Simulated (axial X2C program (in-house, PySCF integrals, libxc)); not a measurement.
# GaP⁻: from the spin-free to the two-component result

All values were computed with an in-house all-electron X2C program for linear molecules (integrals from PySCF). Spin-free means the one-electron spin-free X2C Hamiltonian; two-component (2c) means X2C with spin–orbit coupling and atomic mean-field two-electron Coulomb and Gaunt terms, so the difference of the two also holds small scalar two-electron terms. Basis: Ga dyall-acv3z [10s10p8d5f1g], P dyall-av3z [9s8p3d2f] (cores contracted in-house); Gaussian nuclei, density fitting, unrestricted open shells. Masses: Ga 68.926 u, P 30.974 u.

Spin-free state: M_S = 1/2, Λ = 0 (beyond evenly filled blocks: σα); fragments Ga + P- for PBE0; Ga- + P for HF.

```csv
level,Re (Å),ωe (cm⁻¹),De (eV),μ (D)
PBE0,2.130,437.2,3.214,-4.00
HF,2.185,368.2,n/a,-4.28
```

Dipoles are positive if P is the positive end and refer to the centre of mass.

Two-component determinant lowest at the distance of the search:

Ω = 1/2 (⟨Sz⟩ = 0.50, ⟨Lz⟩ = 0.00 at PBE0); fragments Ga + P- for PBE0; Ga- + P for HF.

```json
{"level": "PBE0", "Re (Å)": "2.130", "ωe (cm⁻¹)": "436.9", "μ (D)": "-4.00"}
{"level": "HF", "Re (Å)": "2.186", "ωe (cm⁻¹)": "367.5", "μ (D)": "-4.28"}
```

(1) From the two tables, how do the constants change at the PBE0 level (2c against spin-free)?

The state is a single determinant with fixed occupations, the lowest that a limited PBE0 search found. Dissociation energies refer to the lowest single-determinant-based atoms at the same level and basis. De is not given where an atomic determinant may have missed its ground term or J level, or where the truncated virtual space spoils (T). Density functionals use the spin component along the axis (collinear). PBE0 can misorder states that lie within some tenths of an eV, so this need not be the ground state of the molecule. The nearest other spin-free determinant of the search, M_S = 1/2, Λ = 1, lies 0.19 eV up at the distance of the search. Without a current term, density functionals place determinants with orbital angular momentum somewhat too high. The highest occupied level of some functionals is positive through self-interaction error; at Hartree–Fock it is bound. The determinant is spin-polarised beyond a pure state at some levels (its spin-free form has ⟨S²⟩ too high), which makes Re and μ there less reliable. The stretched end of a curve changes character and is left out.

Results:

(1) At the PBE0 level Re is unchanged within 0.001 Å and ωe goes down by 0.3 cm⁻¹.
